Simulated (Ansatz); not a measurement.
C2H6O2Si2 can be A, `O[Si]1([SiH3])C=CO1`, or B, `O[SiH2]O[SiH]1C=C1`.

Isolated molecules relaxed with PBE0-D4/def2-TZVP in Ansatz; ΔE leaves out vibrations. CCSD(T)/CBS adds triple-zeta CCSD(T) − MP2 to the extrapolated MP2 energy (def2 sets, frozen cores). DFT in def2-TZVPP. B3LYP here is the variant with VWN-RPA as its local correlation; programs differ in this. Each species was taken in one conformer, which may not be the lowest.

(1) Which is lower in electronic energy at CCSD(T)/CBS, and by how much? (Estimate.)

(2) Give E(B) − E(A) in kJ/mol with CCSD(T)/def2-TZVPP, PBE0-D4, r2SCAN-D4, HF/def2-TZVPP, PBE-D4, CCSD/def2-TZVPP, B3LYP. (An estimate is asked.)

Largest T1 diagnostic: 0.014.

Results:

(1) The calculation gave: B, by 104.0 kJ/mol.

(2) The calculation gave: CCSD(T)/def2-TZVPP -98.5, PBE0-D4 -77.2, r2SCAN-D4 -90.3, HF/def2-TZVPP -129.9, PBE-D4 -64.2, CCSD/def2-TZVPP -105.0, B3LYP -99.2. None reverses the order clearly.

In def2-TZVPP, CCSD(T) changes the Hartree–Fock value by +31.3 kJ/mol (the triples alone add +6.5 kJ/mol) and MP2 by +21.0 kJ/mol. From PBE to PBE0 (25 % exact exchange), in def2-TZVPP and without D4, E(B) − E(A) moves by −12.8 kJ/mol.
